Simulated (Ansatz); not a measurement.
Input and output for C₂H₇AlBF (`C[BH][Al]([CH3])[F]`).

```yaml
crystal:
  periodic: [false, false, false]
  atoms:
    - {symbol: C, position_ang: [-1.592854, -0.347787, 1.631770]}
    - {symbol: B, position_ang: [-0.674728, 0.695994, 0.931767]}
    - {symbol: Al, position_ang: [1.116261, 0.272502, -0.148799]}
    - {symbol: C, position_ang: [1.316145, -0.187674, -2.032424]}
    - {symbol: F, position_ang: [2.531684, 0.354981, 0.722571]}
    - {symbol: H, position_ang: [-2.142620, 0.039176, 2.494010]}
    - {symbol: H, position_ang: [-1.156208, -1.317653, 1.873828]}
    - {symbol: H, position_ang: [-2.365050, -0.538055, 0.862724]}
    - {symbol: H, position_ang: [-1.075228, 1.833129, 0.949810]}
    - {symbol: H, position_ang: [2.011876, 0.496130, -2.529593]}
    - {symbol: H, position_ang: [1.736876, -1.193243, -2.141039]}
    - {symbol: H, position_ang: [0.370746, -0.162599, -2.580724]}
basis:
  gaussian: {orbitals: def2-TZVP, point_charges: [{charge: 1.00, position_ang: [5.502, -0.507, -0.943]}]}
hamiltonian: {xc: {name: SVWN5}}
output: {forces: true}
```

```sh
$ ansatz run in.yaml --threads 4 --pin off --events-out ev --progress --plain --max-ram 10444MiB
```

Shortened log:

```
Functional definition: SVWN5
  name "SVWN5"
  cite "Dirac, Proc. Camb. Phil. Soc. 26, 376 (1930) doi:10.1017/S0305004100016108"
  cite "Slater, Phys. Rev. 81, 385 (1951) doi:10.1103/PhysRev.81.385"
  cite "Vosko, Wilk & Nusair, Can. J. Phys. 58, 1200 (1980) doi:10.1139/p80-159"
  exchange = slater_x
  correlation = vwn5_c
1252 factors; their error is unknown
mean field evaluation 1: about -12086.9849 eV, gradient 9.9e1 eV
mean field evaluation 2: about -12045.9434 eV, gradient 1.5e2 eV
mean field evaluation 4: about -12107.5137 eV, gradient 1.8e1 eV
mean field evaluation 8: about -12108.1173 eV, gradient 3.0e-1 eV
mean field evaluation 16: about -12108.0903 eV, gradient 6.0e-4 eV
mean field -12108.09028031 eV, -444.9641106432 hartree, gradient 4.7e-5 eV, S^2 0.000000; 0 other end points of the search recorded, 0 dependent functions left out
the calculation of the forces begins
reference -12108.09032725 eV, -444.9641123681 hartree; 23, 23 occupied and 180, 180 virtual orbitals, 1252 factors
Total energy: -12108.09032725 eV, -444.9641123681 hartree
Atom 0 at    -1.592854    -0.347787     1.631770 Å, force     0.699007     0.418999    -0.252574 eV/Å
Atom 1 at    -0.674728     0.695994     0.931767 Å, force    -0.178992    -0.467870     0.206217 eV/Å
Atom 2 at     1.116261     0.272502    -0.148799 Å, force    -1.012073     0.092481    -0.032305 eV/Å
Atom 3 at     1.316145    -0.187674    -2.032424 Å, force     0.363700     0.068259     0.514953 eV/Å
Atom 4 at     2.531684     0.354981     0.722571 Å, force     0.720747    -0.127917    -0.157411 eV/Å
Atom 5 at    -2.142620     0.039176     2.494010 Å, force    -0.176907     0.154166     0.173954 eV/Å
Atom 6 at    -1.156208    -1.317653     1.873828 Å, force     0.080558    -0.275832     0.035907 eV/Å
Atom 7 at    -2.365050    -0.538055     0.862724 Å, force    -0.225215    -0.022163    -0.201923 eV/Å
Atom 8 at    -1.075228     1.833129     0.949810 Å, force     0.015828     0.148972    -0.053209 eV/Å
Atom 9 at     2.011876     0.496130    -2.529593 Å, force     0.121594     0.249118    -0.225278 eV/Å
Atom 10 at     1.736876    -1.193243    -2.141039 Å, force     0.026677    -0.336264    -0.077682 eV/Å
Atom 11 at     0.370746    -0.162599    -2.580724 Å, force    -0.207259     0.018731    -0.078162 eV/Å
Dipole moment:    -0.825960    -0.080807    -0.070570 e Å
```

It took 1.5 s on 4 threads of an AMD EPYC 7R43 on a shared host, with 0.53 GiB of host memory at the peak.
